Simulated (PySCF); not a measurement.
## Br¹⁷⁺: ionisation energy

Br¹⁷⁺ [Ar] (1S) → Br¹⁸⁺ [Ne] 3s2 3p5 (2P), as a difference of total energies. All numbers are calculated (PySCF 2.14, the spin-free X2C one-electron Hamiltonian (Gaussian nucleus), in an uncontracted even-tempered set (19 s from 1.5 bohr⁻², ratio 2.5; 12 p from 2 bohr⁻², ratio 2.5; 5 d from 11 bohr⁻², ratio 2.7; 4 f from 17 bohr⁻², ratio 2.7)). Correlated levels: outer shells: 1s2 frozen; virtual orbitals above 40 to 60 times the deepest correlated orbital energy dropped. The calculations carry no spin-orbit coupling.

| method | ionisation energy (eV) |
| --- | --- |
| UHF | 718.58 |
| MP2 (outer shells) | 719.55 |
| SCS-MP2 (outer shells) | 719.40 |
| CCSD (outer shells) | 719.41 |
| CCSD(T) (outer shells) | 719.41 |

Problem. How much does correlation contribute at CCSD(T) (outer shells)?

Solution. 719.41 − (718.58) = 0.83 eV, measured against UHF.

A first-order spin-orbit estimate (lowest level to lowest level, LS coupling) adds -3.034 eV.

Breit and QED terms and the two-electron picture change are absent.

For comparison: 716.3 ± 2.3 eV (semi-empirical (NIST evaluation); NIST Atomic Spectra Database, ionization energies).
